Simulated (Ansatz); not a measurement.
`[CH3][Hf]([OH])([OH])[OH]`. Total charge 0; spin multiplicity 1. Hf: def2 effective core potential.

```xyz
11

C    -0.3085    1.4626    0.8178
Hf    0.0957   -0.4537   -0.2536
O     1.8462   -0.2458   -1.0339
O    -1.3067   -0.6130   -1.5667
O     0.0262   -1.8232    1.1014
H    -0.2931    2.3162    0.1311
H    -1.2903    1.4502    1.3041
H     0.4402    1.6528    1.5948
H     2.5421   -0.2179   -1.6815
H    -2.0351   -0.9711   -2.0623
H     0.2832   -2.5572    1.6489
```

(1) What are the harmonic wavenumbers in cm⁻¹ at PBE0-D4/def2-TZVP (Ansatz, finite differences of forces, unscaled)? (An estimate is asked.)

(2) Is this a minimum?

(3) Give the ideal-gas thermochemistry at 298.15 K and 1 bar (rigid rotor, harmonic oscillator; point group C3, symmetry number 3).

Answers

(1) Computed: 93, 128, 145, 145, 149, 160, 160, 241, 242, 272, 272, 303, 493, 542, 542, 678, 678, 703, 1179, 1428, 1428, 3021, 3105, 3105, 4022, 4022, 4025.

(2) Yes, all 27 modes are real.

(3) Zero-point energy 187.1 kJ/mol; H(298) − E = 217.9 kJ/mol; entropy 411.3 J/(mol·K), of which translation 177.4, rotation 104.9, vibration 128.9; G(298) − E = 95.3 kJ/mol. Modes under 100 cm⁻¹ are hindered rotations or soft bends, so the harmonic entropy is rough.
